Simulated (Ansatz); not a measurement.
Relaxation of BrCl₄FHTa (8 atoms, charge 0, multiplicity 1), to a largest force component of 0.03 eV/Å in at most 50 steps.

Theory: RKS PBE/def2-SVP in Ansatz.

```xyz
8
Properties=species:S:1:pos:R:3
Ta -0.154 0.128 0.112
Cl 2.218 0.696 0.260
Cl -0.229 0.091 2.432
F 0.374 -0.841 -1.417
Cl -0.979 2.138 -0.541
Cl -2.122 -1.128 0.052
Br 1.837 -3.023 1.067
H 2.641 -1.757 0.901
```

Where does it end, and by what steps?

It converged. After 11 steps the energy has fallen by 0.157 eV; Br7 moved furthest, 0.62 Å. Joined: Ta1–Br7 (3.85 → 3.15 Å).

```tsv
step	energy less start (eV)	largest force component (eV/Å)	accepted
0	0.0000	1.141	yes
1	-0.0676	0.536	yes
2	-0.0890	0.129	yes
3	-0.0966	0.107	yes
4	-0.1077	0.383	yes
5	-0.1192	0.250	yes
6	-0.1420	0.221	yes
7	-0.1524	0.251	yes
8	-0.1530	0.117	yes
9	-0.1548	0.087	yes
10	-0.1562	0.059	yes
11	-0.1567	0.012	yes
```

```xyz
8
Properties=species:S:1:pos:R:3
Ta -0.028 0.071 0.148
Cl 2.224 0.756 0.298
Cl -0.202 0.281 2.472
F 0.437 -0.662 -1.538
Cl -1.038 1.995 -0.523
Cl -1.830 -1.426 0.167
Br 1.356 -2.655 0.919
H 2.666 -2.054 0.923
```

Whether the end is a true minimum wasn't checked by a vibrational analysis.

The run took 40 s on 4 threads of Arm Neoverse V2, on a shared host, peak memory 0.27 GiB.
